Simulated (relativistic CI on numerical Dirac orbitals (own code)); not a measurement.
What each ingredient does to the levels of Pm23+

Base calculation: Dirac-Coulomb-Breit CI, KLI orbitals optimised for each configuration, QED by a radiative potential, unscaled Slater integrals.

CI space (outside the closed core [Ar] 3d10): 4s²4p⁶4d², 4s²4p⁵4d³, 4s²4p⁶4d4f, 4s4p⁶4d³, 4s²4p⁵4d²4f, 4s4p⁶4d²4f, 4s²4p⁶4d5s, 4s²4p⁶4d5p, 4s²4p⁶4f5s, 4s²4p⁶4f², 4s²4p⁵4f³, 4s4p⁶4f³, 4s²4p⁶4f5p, 4s²4p⁵4f²5p, 4s4p⁶4f²5p. Double excitations out of closed p, d and f shells are left out; levels of such configurations are missing from the list, as are those of other unlisted configurations, and high levels can miss mixing partners.

Variants: (1) QED terms removed. Shifts of the energy above 4s²4p⁶4d² ³F2, in cm⁻¹, for the lowest level and the first level of each name with at least 55 % of one term (blank where a level changes its place among those of its configuration and J or its character, or is not in the variant):

```
         Level     Base  Δ(1)
 4s²4p⁶4d² ³F2        0     0
 4s²4p⁶4d² ³F3    41994  -128
 4s²4p⁶4d² ³P0    44558   -17
 4s²4p⁶4d² ³F4    67083  -157
 4s²4p⁶4d² ³P1    72469  -123
 4s²4p⁶4d² ¹G4   108463  -231
 4s²4p⁶4d² ¹S0   188580  -238
4s²4p⁵4d³ ⁵D°0   881190  +480
4s²4p⁵4d³ ⁵S°2   899918  +392
4s²4p⁵4d³ ³P°0   949771  +459
4s²4p⁵4d³ ³I°7   993810  +295
4s²4p⁵4d³ ⁵P°3  1008821  +308
4s²4p⁵4d³ ³D°1  1022910  +272
4s²4p⁵4d³ ³H°6  1025571  +234
```

At this charge energies of transitions that change n are usually good to better than 1 %, and those within a shell (Δn = 0) to a few per cent. Terms inside the open d or f shell come out 10 to 20 % too wide with unscaled integrals.

Ionisation energy from the two ground configurations alone: base 729.27 eV. The NIST ASD value (theoretical) is 730 eV.

LS names give the leading component of a level, which can be under half, so a name can repeat, a term be missing and a line seem to break the LS rules.
